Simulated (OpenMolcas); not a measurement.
# Ge: effect of the level shift or regulariser

```
Program             : OpenMolcas
Basis               : ANO-RCC-VTZP [6s5p3d1f]
Scalar Hamiltonian  : DKH2, point nucleus
Active space        : 4 electrons in 4 orbitals (4s 4p)
State averaging     : 2S+1 = 3 even, 3 roots; 2S+1 = 1 even, 6 roots; 2S+1 = 5 odd, 1 root; 2S+1 = 3 odd, 5 roots
Spin-orbit coupling : state interaction with AMFI integrals over the reference wave functions, term energies averaged over their components
```

Methods on the same reference wave functions:
A. CASSCF
B. SS-CASPT2, IPEA 0.25 Eh, imaginary shift 0.1 Eh (closed shells correlated: 3d)
C. SS-CASPT2, IPEA 0.25 Eh, real shift 0.2 Eh (closed shells correlated: 3d)

Energies in cm⁻¹ above 4s² 4p² ³P₀, the measured ground level; measured values from NIST Handbook of Basic Atomic Spectroscopic Data.

```json
{"Level": "4s² 4p² ³P₀", "A": "0.0", "B": "0.0", "C": "0.0", "Measured": "0.0"}
{"Level": "4s² 4p² ³P₁", "A": "493", "B": "491", "C": "490", "Measured": "557"}
{"Level": "4s² 4p² ³P₂", "A": "1275", "B": "1264", "C": "1265", "Measured": "1410"}
{"Level": "4s² 4p² ¹D₂", "A": "9611", "B": "8240", "C": "8280", "Measured": "7125"}
{"Level": "4s² 4p² ¹S₀", "A": "17218", "B": "17720", "C": "17770", "Measured": "16367"}
{"Level": "4s 4p³ ⁵S°₂", "A": "30558", "B": "37950", "C": "37900", "Measured": "41927"}
```

Deviations, from unrounded energies. A percentage is the sum of absolute deviations over the sum of measured energies, with the sign that they share, or ± where signs differ.

```csv
Against measurement,Levels,A,B,C
mean absolute deviation (cm-1),5,3000,1300,1400
fine structure of the ground term (%),2,-10.1,-10.8,-10.8
other terms of the ground configuration (%),2,+14.2,+10.5,+10.9
other configurations (%),1,-27.1,-9.5,-9.6
```

B, C lie about equally close to measurement and A furthest from it. The largest miss of B in the table is 4s 4p³ ⁵S°₂, by -4000 cm-1. The ranking rests on the paired levels alone, and a cruder setting can come out closer through cancelling errors.

Between B and C the level of the table that moves most is 4s 4p³ ⁵S°₂, by 55 cm-1 (lowest in C, highest in B). Moves below CASPT2's spread within the term are not significant.

From A to B the spin-free energies of the other terms of 4s² 4p² shown, above ³P, scale by factors of 0.84 to 1.03.

The lowest spin-free term lies below A's lowest term by 0.437 hartree in B, 0.436 hartree in C.

Over all roots computed the reference weight is 0.90 to 0.96 in B; the roots of lowest weight are the least certain, and an intruder state may touch them. Terms of s pⁿ other than that of highest spin mix with s² pⁿ⁻² d, which this space lacks; all of them can be thousands of cm-1 off, and some have no real level of that name. Without dynamic correlation excited terms often stand tens of per cent too high (terms of higher spin than the ground term too low), and those without a measured partner can miss by more than the paired ones (holds for A). Some terms miss by over 15 % even with CASPT2, which points to a basis or an active space too small for the shells correlated (holds for B; C). Computed and measured levels are paired by configuration, term and J; levels that our copy of the source lacks, or whose pairing is in doubt (as where it misses far off the trend of its configuration), stay unpaired and out of the deviations. Only configurations of the active space appear. The table leaves out levels that lie high or whose names do not pair safely across all columns.

° marks odd parity.
